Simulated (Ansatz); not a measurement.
`[CH3][AlH][CH]=N`. Total charge 0; spin multiplicity 1. Geometry: relaxed with PBE0-D4/def2-TZVP. It is one conformer, not always the lowest.

```xyz
10

C    -0.987   -0.976    1.076
Al   -0.222    0.737    0.571
C     0.933    0.830   -1.041
N     1.083   -0.275   -1.664
H    -0.661   -1.274    2.078
H    -0.696   -1.758    0.372
H    -2.080   -0.928    1.109
H    -0.482    2.074    1.396
H     1.426    1.747   -1.409
H     1.685   -0.176   -2.489
```

Question: What is the dipole moment at r2SCAN/def2-TZVPP? (Best estimate.)

Answer: The calculation gave: 1.02 D, with components (0.47, 0.84, -0.35) D in this frame, pointing from negative to positive charge.

Question: And with PBE, B3LYP, ωB97M-V? (An estimate is asked.)

Answer: Computed: PBE 0.99 D, B3LYP 1.10 D, ωB97M-V 1.11 D.

Question: Give the Mulliken charges with r2SCAN, PBE, ωB97M-V in def2-TZVPP. (Estimate.)

Answer: Computed: 
```csv
atom,r2SCAN,PBE,ωB97M-V
C1,-0.39,-0.43,-0.51
Al2,0.59,0.45,0.54
C3,-0.13,-0.16,-0.20
N4,-0.30,-0.24,-0.25
H5,0.06,0.09,0.10
H6,0.09,0.12,0.13
H7,0.06,0.09,0.10
H8,-0.16,-0.12,-0.12
H9,0.04,0.06,0.09
H10,0.15,0.15,0.11
```

B3LYP here is the variant with VWN-RPA as its local correlation; programs differ in this.
